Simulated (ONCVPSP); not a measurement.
## An all-electron radial function and its pseudo partner (ytterbium)

Columns: radius, all-electron u(r) and pseudo u(r) of the 5p shell (level -31.02 eV) of ytterbium in the configuration [Kr] 4d10 4f13 5s2 5p6 5d1 6s2; PBE, scalar-relativistic, ONCV scheme, ONCVPSP 4.0.1.

| r (bohr) | all-electron | pseudo |
| --- | --- | --- |
| 0.108 | 0.1677 | 0.0102 |
| 0.215 | 0.1646 | 0.0418 |
| 0.322 | -0.3443 | 0.0981 |
| 0.430 | -0.4808 | 0.1841 |
| 0.538 | -0.2634 | 0.2994 |
| 0.645 | 0.0788 | 0.4356 |
| 0.752 | 0.4060 | 0.5805 |
| 0.860 | 0.6627 | 0.7197 |
| 0.968 | 0.8345 | 0.8361 |
| 1.075 | 0.9301 | 0.9169 |
| 1.182 | 0.9671 | 0.9567 |
| 1.290 | 0.9606 | 0.9562 |
| 1.398 | 0.9239 | 0.9229 |
| 1.505 | 0.8687 | 0.8685 |
| 1.612 | 0.8029 | 0.8028 |
| 1.720 | 0.7316 | 0.7315 |
| 1.828 | 0.6597 | 0.6596 |
| 1.935 | 0.5905 | 0.5904 |
| 2.042 | 0.5251 | 0.5250 |
| 2.150 | 0.4639 | 0.4638 |
| 2.258 | 0.4080 | 0.4079 |
| 2.365 | 0.3580 | 0.3579 |
| 2.472 | 0.3131 | 0.3131 |
| 2.580 | 0.2729 | 0.2729 |
| 2.688 | 0.2374 | 0.2373 |
| 2.795 | 0.2064 | 0.2063 |

(1) How many radial nodes do the two functions have?

(2) At about which radius was the pseudo-wave matched?

(3) Where does each function peak?

(4) Is the pseudo-wave norm-conserving?

Results:

(1) The all-electron 5p function has n − l − 1 = 3 (the table is too coarse to show those close to the nucleus); the pseudo-wave has 0, since the states of the same l below it are removed with the core.

(2) 1.70 bohr. The columns agree to 0.0005 from 1.50 bohr on; several derivatives are matched, so the curves merge somewhat inside the radius.

(3) Outermost all-electron maximum near 1.18 bohr, pseudo maximum near 1.18 bohr (to the table’s step).

(4) Yes: the ONCV scheme keeps the norm inside the radius equal to the all-electron one, which fixes the energy derivative of the logarithmic derivative at the level.
